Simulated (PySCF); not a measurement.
## Correlation energy of P (phosphorus, neutral)

[Ne] 3s1 3p3 4s1, high-spin 6S determinant (an excited configuration). All numbers are calculated (PySCF 2.14, scalar relativity by spin-free X2C-1e, in aug-cc-pVTZ-DK (6s5p3d2f, 50 functions)). Frozen: [Ne]; 5 electrons correlated.

MP2 pair energies summed by pair of shells (mhartree):

```
 pair  energy  share (%)
3p-3p  -19.61       62.1
3p-4s   -8.12       25.7
3s-3p   -3.54       11.2
3s-4s   -0.31        1.0
```

Total MP2 correlation energy: -31.58 mhartree.

Same-spin part -31.58 and opposite-spin part 0.00 mhartree; SCS-MP2 scales them by 1/3 and 6/5 to -10.53 mhartree.
